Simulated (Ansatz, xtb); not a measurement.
Relative energy of two isomers of C4H7N3

Structure X: `Cc1n[nH]cc1N`, a singlet. Structure Y: `Cc1[nH]ncc1N`, a singlet. Both are isolated molecules in the gas phase, relaxed with PBE-D3(BJ)/def2-SVP; the shapes shown needn't be the lowest conformers.

X (Å):

```tsv
atom	x (Å)	y (Å)	z (Å)
C	0.3543	-2.1695	-1.2318
C	0.4579	-0.7444	-0.7912
C	0.3740	1.1581	0.3870
C	0.0891	-0.2069	0.4847
N	0.9321	0.2178	-1.6035
N	0.8698	1.3424	-0.8814
N	-0.5041	-0.9152	1.5366
H	0.9797	-2.8469	-0.6090
H	0.6965	-2.2623	-2.2796
H	-0.6903	-2.5433	-1.1711
H	1.1780	2.2201	-1.2967
H	0.2566	1.9833	1.0974
H	-0.3746	-0.4796	2.4528
H	-0.2007	-1.8919	1.5775
```

Y (Å):

| atom | x (Å) | y (Å) | z (Å) |
| --- | --- | --- | --- |
| C | -0.2709 | -1.7471 | -1.4198 |
| C | 0.2693 | -0.5434 | -0.7244 |
| C | 0.9553 | 1.0489 | 0.6908 |
| C | 0.3709 | -0.2501 | 0.6442 |
| N | 0.7927 | 0.5569 | -1.3627 |
| N | 1.2018 | 1.5300 | -0.5394 |
| N | -0.0931 | -1.0473 | 1.7030 |
| H | -1.0713 | -2.2080 | -0.8058 |
| H | -0.7163 | -1.4886 | -2.4024 |
| H | 0.4985 | -2.5304 | -1.6029 |
| H | 0.8805 | 0.6855 | -2.3707 |
| H | 1.1958 | 1.6534 | 1.5755 |
| H | 0.2238 | -0.7076 | 2.6145 |
| H | 0.1694 | -2.0332 | 1.6113 |

Quicker runs give these differences E(Y) − E(X): GFN2-xTB −0.20 kcal/mol; HF/STO-3G −0.24 kcal/mol (at GFN2-xTB geometries); r2SCAN-D4/def2-SVP +0.92 kcal/mol (at GFN2-xTB geometries).

Estimate E(Y) − E(X) at the level CCSD(T)/def2-SVP + ΔMP2/def2-TZVPP.

CCSD(T)/def2-SVP + ΔMP2/def2-TZVPP gives E(Y) − E(X) = +0.63 kcal/mol, slightly favouring structure X, which is too small a margin to settle the true order.

How the difference moves with the method:

| level | geometry | E(Y) − E(X) (kcal/mol) | departure from the last row (kcal/mol) | job, with rough time for the two |
| --- | --- | --- | --- | --- |
| GFN2-xTB | GFN2-xTB | −0.20 | −0.83 | optimisation, 0.11 s |
| HF/STO-3G | GFN2-xTB | −0.24 | −0.88 | single point, 0.44 s |
| r2SCAN-D4/def2-SVP | GFN2-xTB | +0.92 | +0.29 | single point, 6 s |
| PBE-D3(BJ)/def2-SVP | PBE-D3(BJ)/def2-SVP | +0.55 | −0.08 | optimisation, 80 s |
| HF/def2-SVP | PBE-D3(BJ)/def2-SVP | +0.49 | −0.14 | part of the CCSD(T) run |
| MP2/def2-SVP | PBE-D3(BJ)/def2-SVP | +0.38 | −0.25 | part of the CCSD(T) run |
| CCSD(T)/def2-SVP | PBE-D3(BJ)/def2-SVP | +0.43 | −0.20 | single point |
| CCSD(T)/def2-SVP + ΔMP2/def2-TZVPP | PBE-D3(BJ)/def2-SVP | +0.63 |  | single point, 1.8 min |

As drawn, both hold the same kinds of bond in the same numbers.

The largest departure from CCSD(T)/def2-SVP + ΔMP2/def2-TZVPP is that of HF/STO-3G, 0.88 kcal/mol. The last row adds to CCSD(T) the change of the MP2 difference between the two basis sets, here +0.20 kcal/mol.

With thermal terms from frequencies at re-optimised GFN2-xTB minima (ideal gas, soft modes damped towards free rotors, one conformer each, 298.15 K, 1 atm): the zero-point term adds +0.05 kcal/mol; ΔH is +0.78 and ΔG +0.45 kcal/mol.

The correlated steps freeze 7 core orbitals. Run with Ansatz 0.2.0, xtb 6.7.1; the last row on 2 threads of Arm Neoverse V2 on a shared host.
